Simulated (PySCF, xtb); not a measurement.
FH3OS2Si, SMILES [Si](O)(S)(S)F. Other conformers were not sampled.

Harmonic wavenumbers (cm⁻¹) from GFN2-xTB (xtb) at its own minimum, in rising order: 76, 94, 126, 156, 192, 229, 235, 294, 454, 575, 730, 732, 781, 839, 943, 2463, 2478, 3628.

**Question.** What does PBE-D3(BJ)/def2-SVP run with PySCF give at its own minimum? (Estimate from the structure and the level; the computed values follow.)

**Answer.** 115, 144, 183, 231, 242, 260, 275, 322, 455, 575, 697, 716, 800, 880, 922, 2610, 2619, 3740. Paired by order, the mean absolute difference is 50 cm⁻¹ and the zero-point energies are 21.5 and 22.6 kcal/mol.
